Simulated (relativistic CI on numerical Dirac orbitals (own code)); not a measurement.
## Br XI: computed level list

Calculated at this level of theory: Dirac-Coulomb-Breit CI, orbitals from a KLI potential per configuration, QED by a radiative potential, unscaled Slater integrals (own radial code, finite nucleus).

Configuration list (outside the closed core [Ne]): 3s2.3p6.3d7, 3s2.3p5.3d8, 3s2.3p4.3d9, 3s.3p6.3d8, 3s2.3p6.3d6.4s, 3s2.3p6.3d6.4p, 3p6.3d9, 3s2.3p6.3d6.4d, 3s2.3p6.3d5.4s2, 3s2.3p6.3d5.4s.4p, 3s2.3p6.3d6.4f, 3s2.3p6.3d6.5s, 3s2.3p6.3d5.4p2, 3s2.3p6.3d6.5p, 3s.3p5.3d9, 3s2.3p6.3d5.4s.4d, 3s2.3p5.3d7.4s, 3s2.3p6.3d6.5d, 3s2.3p6.3d5.4p.4d, 3s2.3p6.3d6.5f, 3s2.3p6.3d6.6s, 3s2.3p6.3d6.5g, 3s2.3p5.3d7.4p, 3s2.3p6.3d6.6p, 3s2.3p4.3d8.4s, 3s2.3p5.3d6.4s2, 3s2.3p6.3d5.4d2, 3s2.3p6.3d6.6d, 3s2.3p4.3d8.4p, 3s.3p6.3d7.4s, 3s.3p5.3d8.4s, 3s.3p6.3d6.4s2, 3s.3p6.3d7.4p, 3p6.3d8.4s. Levels of other configurations are missing.

The lowest level is 3s2.3p6.3d7 4F_9/2, with 98 % of that term; Hund's rules for 3s2.3p6.3d7 give 4F with J = 9/2, in agreement.

| No. | Configuration | Term | J | E (eV) | % | Landé g | jj configuration (%) |
| --- | --- | --- | --- | --- | --- | --- | --- |
| 1 | 3s2.3p6.3d7 | 4F | 9/2 | 0.000 | 98 | 1.328 | 3d5/2^3 (61) |
| 2 | 3s2.3p6.3d7 | 4F | 7/2 | 0.810 | 99 | 1.235 | 3d3/2^3 3d5/2^4 (85) |
| 3 | 3s2.3p6.3d7 | 4F | 5/2 | 1.317 | 98 | 1.030 | 3d3/2^2 3d5/2^5 (63) |
| 4 | 3s2.3p6.3d7 | 4F | 3/2 | 1.638 | 97 | 0.411 | 3d3/2^3 3d5/2^4 (37) |
| 5 | 3s2.3p6.3d7 | 4P | 3/2 | 4.567 | 62 | 1.568 | 3d5/2^3 (65) |
| 6 | 3s2.3p6.3d7 | 4P | 5/2 | 4.759 | 96 | 1.584 | 3d3/2^3 3d5/2^4 (56) |
| 7 | 3s2.3p6.3d7 | 2G | 9/2 | 5.104 | 90 | 1.098 | 3d3/2^3 3d5/2^4 (44) |
| 8 | 3s2.3p6.3d7 | 4P | 1/2 | 5.211 | 83 | 2.334 | 3d3/2^3 3d5/2^4 (85) |
| 9 | 3s2.3p6.3d7 | 2G | 7/2 | 5.857 | 99 | 0.891 | 3d3/2^3 3d5/2^4 (53) |
| 10 | 3s2.3p6.3d7 | 2P | 3/2 | 6.169 | 41 | 1.334 | 3d3/2^2 3d5/2^5 (57) |
| 11 | 3s2.3p6.3d7 | 2P | 1/2 | 6.789 | 83 | 1.000 | 3d3/2^2 3d5/2^5 (85) |
| 12 | 3s2.3p6.3d7 | 2D | 5/2 | 6.804 | 94 | 1.210 | 3d3/2^3 3d5/2^4 (44) |
| 13 | 3s2.3p6.3d7 | 2H | 11/2 | 7.093 | 100 | 1.090 | 3d3/2^3 3d5/2^4 (100) |
| 14 | 3s2.3p6.3d7 | 2H | 9/2 | 7.860 | 92 | 0.924 | 3d3/2^2 3d5/2^5 (78) |
| 15 | 3s2.3p6.3d7 | 2D | 3/2 | 8.149 | 71 | 0.948 | 3d3/2 3d5/2^6 (69) |
| 16 | 3s2.3p6.3d7 | 2F | 5/2 | 11.087 | 98 | 0.861 | 3d3/2^3 3d5/2^4 (63) |
| 17 | 3s2.3p6.3d7 | 2F | 7/2 | 11.432 | 99 | 1.140 | 3d3/2^3 3d5/2^4 (62) |
| 18 | 3s2.3p6.3d7 | 2D | 3/2 | 16.637 | 99 | 0.799 | 3d3/2^3 3d5/2^4 (86) |
| 19 | 3s2.3p6.3d7 | 2D | 5/2 | 17.103 | 98 | 1.195 | 3d3/2^2 3d5/2^5 (70) |
| 20 | 3s2.3p5.3d8 | 4G° | 11/2 | 106.231 | 100 | 1.272 | 3p3/2^3 3d5/2^4 (82) |
| 21 | 3s2.3p5.3d8 | 4G° | 9/2 | 108.527 | 95 | 1.176 | 3p3/2^3 3d3/2^3 3d5/2^5 (83) |
| 22 | 3s2.3p5.3d8 | 2F° | 7/2 | 109.151 | 54 | 1.083 | 3p3/2^3 3d5/2^4 (49) |
| 23 | 3s2.3p5.3d8 | 2F° | 5/2 | 109.847 | 39 | 0.928 | 3p3/2^3 3d5/2^4 (64) |
| 24 | 3s2.3p6.3d6.4s | 6D | 9/2 | 109.925 | 98 | 1.551 | 3d3/2^3 3d5/2^3 4s (47) |
| 25 | 3s2.3p6.3d6.4s | 6D | 7/2 | 110.431 | 98 | 1.583 | 3d3/2^3 3d5/2^3 4s (55) |
| 26 | 3s2.3p6.3d6.4s | 6D | 5/2 | 110.754 | 97 | 1.653 | 3d3/2^2 3d5/2^4 4s (53) |
| 27 | 3s2.3p6.3d6.4s | 6D | 3/2 | 110.972 | 97 | 1.861 | 3d3/2^3 3d5/2^3 4s (38) |
| 28 | 3s2.3p6.3d6.4s | 6D | 1/2 | 111.100 | 97 | 3.315 | 3d3/2^2 3d5/2^4 4s (47) |
| 29 | 3s2.3p5.3d8 | 4G° | 7/2 | 111.748 | 47 | 1.096 | 3p3/2^3 3d3/2^2 3d5/2^6 (38) |
| 30 | 3s2.3p5.3d8 | 2D° | 5/2 | 111.954 | 42 | 0.935 | 3p3/2^3 3d3/2^3 3d5/2^5 (29) |
| 31 | 3s2.3p6.3d6.4s | 4D | 7/2 | 112.388 | 96 | 1.423 | 3d3/2^3 3d5/2^3 4s (48) |
| 32 | 3s2.3p5.3d8 | 2D° | 3/2 | 112.790 | 84 | 0.836 | 3p3/2^3 3d3/2^3 3d5/2^5 (53) |
| 33 | 3s2.3p6.3d6.4s | 4D | 5/2 | 112.957 | 97 | 1.370 | 3d3/2^3 3d5/2^3 4s (48) |
| 34 | 3s2.3p6.3d6.4s | 4D | 3/2 | 113.268 | 96 | 1.202 | 3d3/2^2 3d5/2^4 4s (43) |
| 35 | 3s2.3p6.3d6.4s | 4D | 1/2 | 113.456 | 96 | 0.023 | 3d3/2^2 3d5/2^4 4s (38) |
| 36 | 3s2.3p5.3d8 | 2S° | 1/2 | 114.579 | 77 | 2.118 | 3p3/2^3 3d3/2^3 3d5/2^5 (54) |
| 37 | 3s2.3p5.3d8 | 4D° | 7/2 | 114.613 | 82 | 1.373 | 3p3/2^3 3d3/2^3 3d5/2^5 (53) |
| 38 | 3s2.3p5.3d8 | 4D° | 5/2 | 114.985 | 51 | 1.174 | 3p3/2^3 3d3/2^3 3d5/2^5 (67) |
| 39 | 3s2.3p5.3d8 | 4F° | 9/2 | 115.102 | 66 | 1.256 | 3p3/2^3 3d5/2^4 (91) |
| 40 | 3s2.3p6.3d6.4s | 4P | 5/2 | 116.135 | 94 | 1.591 | 3d5/2^2 4s (37) |
| 41 | 3s2.3p5.3d8 | 4P° | 5/2 | 116.504 | 50 | 1.263 | 3p3/2^3 3d3/2^3 3d5/2^5 (51) |
| 42 | 3s2.3p5.3d8 | 4D° | 3/2 | 116.723 | 57 | 1.054 | 3p3/2^3 3d3/2^2 3d5/2^6 (57) |
| 43 | 3s2.3p5.3d8 | 4F° | 7/2 | 116.803 | 63 | 1.194 | 3p3/2^3 3d3/2^3 3d5/2^5 (64) |
| 44 | 3s2.3p6.3d6.4s | 4F | 9/2 | 116.849 | 54 | 1.213 | 3d5/2^2 4s (54) |
| 45 | 3s2.3p6.3d6.4s | 4P | 3/2 | 116.996 | 60 | 1.574 | 3d5/2^2 4s (31) |
| 46 | 3s2.3p6.3d6.4s | 4H | 13/2 | 117.016 | 97 | 1.227 | 3d3/2^3 3d5/2^3 4s (73) |
| 47 | 3s2.3p6.3d6.4s | 4H | 7/2 | 117.052 | 38 | 0.954 | 3d5/2^2 4s (41) |
| 48 | 3s2.3p6.3d6.4s | 4H | 11/2 | 117.117 | 85 | 1.150 | 3d3/2^3 3d5/2^3 4s (77) |
| 49 | 3s2.3p6.3d6.4s | 4H | 9/2 | 117.440 | 65 | 1.076 | 3d3/2^2 3d5/2^4 4s (54) |
| 50 | 3s2.3p6.3d6.4s | 4F | 5/2 | 117.527 | 89 | 0.994 | 3d3/2^3 3d5/2^3 4s (54) |
| 51 | 3s2.3p6.3d6.4s | 4F | 7/2 | 117.586 | 51 | 0.978 | 3d3/2^2 3d5/2^4 4s (54) |
| 52 | 3s2.3p5.3d8 | 4D° | 1/2 | 117.614 | 96 | 0.037 | 3p3/2^3 3d3/2^3 3d5/2^5 (39) |
| 53 | 3s2.3p6.3d6.4s | 4F | 3/2 | 117.649 | 96 | 0.415 | 3d3/2^3 3d5/2^3 4s (44) |
| 54 | 3s2.3p5.3d8 | 4F° | 5/2 | 117.761 | 57 | 1.021 | 3p1/2 3p3/2^4 3d3/2^2 3d5/2^6 (33) |
| 55 | 3s2.3p6.3d6.4s | 4P | 1/2 | 117.908 | 88 | 2.593 | 3d3/2^3 3d5/2^3 4s (37) |
| 56 | 3s2.3p6.3d6.4s | 2H | 11/2 | 118.174 | 49 | 1.168 | 3d3/2^3 3d5/2^3 4s (82) |
| 57 | 3s2.3p6.3d6.4s | 2P | 3/2 | 118.288 | 59 | 1.462 | 3d3/2 3d5/2^5 4s (49) |
| 58 | 3s2.3p5.3d8 | 4P° | 3/2 | 118.327 | 42 | 1.110 | 3p3/2^3 3d3/2^3 3d5/2^5 (42) |
| 59 | 3s2.3p6.3d6.4s | 2F | 7/2 | 118.617 | 69 | 1.063 | 3d3/2^2 3d5/2^4 4s (59) |
| 60 | 3s2.3p6.3d6.4s | 2H | 9/2 | 118.700 | 78 | 0.968 | 3d3/2^3 3d5/2^3 4s (53) |
| 61 | 3s2.3p6.3d6.4s | 2F | 5/2 | 118.725 | 51 | 0.760 | 3d3/2^3 3d5/2^3 4s (54) |
| 62 | 3s2.3p5.3d8 | 2G° | 9/2 | 118.814 | 57 | 1.150 | 3p3/2^3 3d3/2^3 3d5/2^5 (65) |
| 63 | 3s2.3p6.3d6.4s | 2H | 11/2 | 118.901 | 47 | 1.168 | 3d3/2^2 3d5/2^4 4s (81) |
| 64 | 3s2.3p6.3d6.4s | 4G | 9/2 | 118.911 | 79 | 1.155 | 3d3/2^2 3d5/2^4 4s (51) |
| 65 | 3s2.3p6.3d6.4s | 4G | 7/2 | 119.149 | 79 | 1.006 | 3d3/2^2 3d5/2^4 4s (45) |
| 66 | 3s2.3p6.3d6.4s | 2P | 1/2 | 119.163 | 81 | 0.739 | 3d3/2^3 3d5/2^3 4s (40) |
| 67 | 3s2.3p5.3d8 | 2G° | 7/2 | 119.292 | 71 | 0.974 | 3p3/2^3 3d3/2^3 3d5/2^5 (57) |
| 68 | 3s2.3p6.3d6.4s | 4G | 5/2 | 119.463 | 50 | 0.723 | 3d3/2^2 3d5/2^4 4s (66) |
| 69 | 3s2.3p5.3d8 | 4D° | 3/2 | 120.131 | 30 | 1.173 | 3p1/2 3p3/2^4 3d3/2^3 3d5/2^5 (40) |
| 70 | 3s2.3p6.3d6.4s | 2G | 9/2 | 120.134 | 85 | 1.090 | 3d3/2^2 3d5/2^4 4s (61) |

Energies count from the lowest computed level; ° marks odd parity. Filled j subshells are mostly left out of the jj labels.

The mean weight of the leading LS term, summed over parents, in these 70 levels is 77 %, and that of the leading jj configuration (from the same eigenvectors) 57 %, so LS coupling describes them better.

At this charge energies of transitions that change n are usually good to better than 1 %, and those within a shell (Δn = 0) to a few per cent. Terms inside the open d or f shell come out 10 to 20 % too wide with unscaled integrals.

Landé's interval rule says that E(J) − E(J−1) = AJ with one A. For the ground term the intervals give A = -1036.4, -1168.6, -1451.0 cm⁻¹ for J = 5/2, 7/2, 9/2; the multiplet is inverted.

LS names give the leading component of a level, which can be under half, so a name can repeat, a term be missing and a line seem to break the LS rules.
